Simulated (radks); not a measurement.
Valence configurations of Fe III (all share [Ar]). All-electron calculation, non-relativistic Kohn-Sham, PBE, spin-unpolarised, spherical densities, point nucleus. Program: a radial shooting solver on a logarithmic mesh with Libxc functionals. Energies are relative to 3d6; eigenvalues in eV.

valence      E (eV)    e(3d)    e(4p)    e(4s)
3d6           0.000  -25.885        -        -
3d5.5 4s0.5   3.441  -28.906        -  -21.033
3d5 4s1       7.906  -32.161        -  -22.143
3d5 4p1      14.094  -33.377  -16.636        -
3d4 4s2      20.292  -39.289        -  -24.405
3d4 4p2      33.752  -41.591  -18.884        -
3d2 4p4      92.759  -59.705  -22.997        -

NIST lists [Ar] 3d6 as the ground configuration; this level of theory agrees among the configurations tried. The energies are those of spherical spin-averaged densities, not of single terms.
